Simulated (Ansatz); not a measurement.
Consider the formal exchange of groups at the Al–Si bond: `C[SiH2][Al]1[CH2][SiH2]1` + CH₄ → `[CH3][Al]1[CH2][SiH2]1` + `C[SiH3]`.

Isolated molecules relaxed with PBE0-D4/def2-TZVP in Ansatz; ΔE leaves out vibrations. CCSD(T)/CBS adds triple-zeta CCSD(T) − MP2 to the extrapolated MP2 energy (def2 sets, frozen cores). This one scheme is used for every species. Functionals use def2-TZVPP. Each species was taken in one conformer, which may not be the lowest.

CCSD(T)/CBS gives +14.2 kJ/mol.

Problem. Another level gave +13.3 kJ/mol. Which?
A. PBE-D4/def2-TZVPP
B. r2SCAN-D4/def2-TZVPP
C. MP2/def2-TZVPP
D. CCSD/def2-TZVPP

Solution. D. CCSD/def2-TZVPP 13.3, PBE-D4 26.2, MP2/def2-TZVPP 8.8, r2SCAN-D4 17.9 kJ/mol.

Largest T1 diagnostic among the species: 0.013.

From PBE to PBE0 (25 % exact exchange), in def2-TZVPP and without D4, ΔE moves by −3.0 kJ/mol.
